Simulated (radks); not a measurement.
Ru14+, configuration [Ar] 3d10 4s2 (the NIST ground configuration).

Calculated with a radial shooting solver on a logarithmic mesh with Libxc functionals: scalar-relativistic Kohn-Sham, PBE, spin-unpolarised, spherical densities, point nucleus.

Energy parts (eV):
part                       energy
total                 -121434.255
kinetic                125646.202
electron-nucleus      -283132.031
Hartree                 39402.805
exchange-correlation    -3351.232

Orbitals (lengths in bohr, moments of r in powers of bohr; r(max) is where P^2 peaks; r(90%) holds 90 % of the orbital's charge):
| orbital | occ. | eigenvalue (eV) | <r^4> | r(90%) | <r> | r(max) |
|---|---|---|---|---|---|---|
| 1s | 2 | -22262.46 | 5.907e-06 | 0.0599 | 0.03343 | 0.02172 |
| 2s | 2 | -3472.281 | 0.001072 | 0.225 | 0.1455 | 0.1228 |
| 2p | 6 | -3144.042 | 0.0007667 | 0.206 | 0.1268 | 0.09818 |
| 3s | 2 | -860.8658 | 0.05076 | 0.588 | 0.3993 | 0.3601 |
| 3p | 6 | -752.6161 | 0.05426 | 0.599 | 0.3984 | 0.3529 |
| 3d | 10 | -579.3244 | 0.05246 | 0.595 | 0.3762 | 0.2981 |
| 4s | 2 | -340.6807 | 1.122 | 1.27 | 0.8928 | 0.8505 |
| 4p | 0 | -304.7876 | 1.368 | 1.34 | 0.9326 | 0.8860 |
| 5s | 0 | -183.4247 | 10.92 | 2.22 | 1.597 | 1.620 |

The highest occupied level is 4s at -340.68 eV. The density falls to 0.001 e/bohr^3 at r = 1.84 bohr. Summed over all electrons, <r^2> = 5.111 bohr^2, which gives a Langevin (diamagnetic) susceptibility term of -4.05 x 10^-6 cm^3/mol. For comparison, the ionisation energy in NIST's Atomic Spectra Database is 348 eV (theoretical). In exact Kohn-Sham theory the highest level is minus the ionisation energy, but local and semilocal functionals leave it too shallow, through self-interaction and a potential that decays too fast; potentials with the right tail come closer.
